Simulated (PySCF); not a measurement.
CF₃, SMILES F[C](F)F (connectivity only; charge and spin as stated), charge +1, multiplicity 1. Geometry: PBE-D3(BJ)/def2-TZVP. The spin state was assumed, not searched. The isomer is the one that the SMILES or the coordinates give; other isomers of the formula were not compared.

Calculation: PBE-D3(BJ)/def2-TZVP (PySCF 2.14.0).

Harmonic wavenumbers (cm⁻¹): 566, 566, 765, 1010, 1607, 1607. Rotational constants (GHz): 11.41, 11.41, 5.703; symmetry number 6.

Work out the zero-point energy and the ideal-gas rigid-rotor harmonic-oscillator thermochemistry at 298.15 K and 1 atm.

ZPE = ½ Σ hcν = ½ × 6122 cm⁻¹ = 8.75 kcal/mol. H − E(el) = 11.43 kcal/mol. Entropy in cal/(mol K): translation 38.61, rotation 20.03, vibration 1.37, total 60.00. G − E(el) = -6.46 kcal/mol. Cp = 11.34 cal/(mol K).
